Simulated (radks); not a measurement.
Initial-state core-level shifts of the strontium ion Sr+ when its valence configuration changes from [Kr] 5s1. All-electron calculation, Dirac Kohn-Sham, PBE, spin-unpolarised, spherical densities, point nucleus; open shells fill j = l - 1/2 first. Program: a radial shooting solver on a logarithmic mesh with Libxc functionals. Shifts are changes of the shell-averaged eigenvalues in eV (positive: less bound).

valence,2s,3p,4s,4p
5p1,-1.222,-1.223,-1.188,-1.151
4d1,+2.177,+2.151,+2.084,+1.942
4d0.5 5p0.5,+0.580,+0.562,+0.529,+0.466
4d0.5 5s0.5,+1.175,+1.159,+1.114,+1.036
